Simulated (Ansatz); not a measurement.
CH$_{6}$BNSi (`B1NC[SiH2]1`) from Hartree–Fock to CCSD(T)

```xyz
10

B    -1.061    0.778   -0.462
N     0.198    0.521   -1.001
C     0.967   -0.375   -0.125
Si   -0.535   -0.410    1.078
H    -1.899    1.470   -0.954
H     0.600    0.862   -1.865
H     1.226   -1.319   -0.613
H     1.884    0.090    0.250
H    -1.135   -1.762    1.263
H    -0.245    0.145    2.430
```

Charge 0, multiplicity 1. The geometry is a stationary point of PBE0-D4/def2-TZVP. Frozen core, restricted reference, Ansatz 0.2.0. CBS rows extrapolate triple and quadruple zeta; past MP2 they add the triple-zeta difference.

| basis | HF (Eh) | MP2 corr. | CCSD corr. | (T) | CCSD(T) total |
| --- | --- | --- | --- | --- | --- |
| def2-SVP | -409.23825 | -0.48872 | -0.53804 | -0.01783 | -409.79412 |
| def2-TZVPP | -409.47421 | -0.60091 | -0.64321 | -0.02737 | -410.14479 |
| def2-QZVPP | -409.48873 | -0.64147 | – | – | – |
| CBS(def2) | -409.49073 | -0.67152 | -0.71382 | as TZ | -410.23192 |
